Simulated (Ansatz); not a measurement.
`[SiH3][O][GaH][SH]` and `[NH2][GaH][O][SiH3]` differ in one atom or group.

Ansatz, PBE0-D4/def2-TZVP geometries, multiplicity 1. Each molecule was computed in one conformer, which needn't be the lowest.

Scalar relativity is left out up to krypton.

```csv
property,`[SiH3][O][GaH][SH]`
zero-point energy (PBE0-D4/def2-TZVP) / kJ/mol,120.5
HOMO energy (ωB97M-V/def2-TZVPP) / eV,-10.08
LUMO energy (PBE/def2-TZVPP) / eV,-1.88
size of the dipole moment (B3LYP/def2-TZVPP) / D,0.37
"ideal-gas entropy at 298 K and 1 bar (rigid rotor, harmonic PBE0-D4/def2-TZVP) / J/(mol·K)",372
LUMO energy (B3LYP/def2-TZVPP) / eV,-1.36
```

Give the same properties after the change, and the shifts. (An estimate is asked.)

Computed: 
| property | `[NH2][GaH][O][SiH3]` | shift |
| --- | --- | --- |
| zero-point energy (PBE0-D4/def2-TZVP) / kJ/mol | 161.5 | 41.0 |
| HOMO energy (ωB97M-V/def2-TZVPP) / eV | -9.93 | 0.15 |
| LUMO energy (PBE/def2-TZVPP) / eV | -1.18 | 0.70 |
| size of the dipole moment (B3LYP/def2-TZVPP) / D | 2.17 | 1.80 |
| ideal-gas entropy at 298 K and 1 bar (rigid rotor, harmonic PBE0-D4/def2-TZVP) / J/(mol·K) | 375 | 3 |
| LUMO energy (B3LYP/def2-TZVPP) / eV | -0.68 | 0.68 |

With PBE0 the HOMO rises by 0.34 eV and the LUMO rises by 0.71 eV, so the gap widens by about 0.37 eV. PBE moves the HOMO by 0.49 eV and ωB97M-V by 0.15 eV. The zero-point energy changes by 41.0 kJ/mol with +3 modes. Dipoles are sizes alone; their direction can turn. Modes under 60 cm⁻¹, often nearly free rotors, make the harmonic entropy too high.

B3LYP here is the variant with VWN-RPA as its local correlation; programs differ in this.
